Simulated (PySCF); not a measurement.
## Energy of Ni⁺ (nickel, charge +1) between two integer charges

The 3d beta orbital of [Ar] 3d9 is emptied in steps (occupation f), with all orbitals relaxed, ending at [Ar] 3d8. All numbers are calculated (PySCF 2.14, the non-relativistic Hamiltonian (point nucleus), in def2-TZVPPD (6s6p4d2f1g, 67 functions)). The exact energy is a straight line in f; departures are measured from the line between the end points of the same method.

```
  f  MN15 (eV)
  1      0.000
0.9     -0.320
0.7     -0.761
0.5     -0.920
0.3     -0.784
0.1     -0.340
  0      0.000
```

```json
{"method": "MN15", "E(f=0) − E(f=1) (eV)": "19.205", "−ε at f=1 (eV)": "15.685", "−ε at f=0.5 (eV)": "19.137"}
```

Orbital energy along the path (eV):

```
  f     MN15
  1  -15.685
0.9  -16.329
0.7  -17.692
0.5  -19.137
0.3  -20.647
0.1  -22.207
  0  -23.004
```

Reference removal energy between the ground levels: 18.169 eV (measured; NIST Atomic Spectra Database, ionization energies). The calculation has no spin-orbit coupling. The determinant left behind need not be the lowest term of the ion.
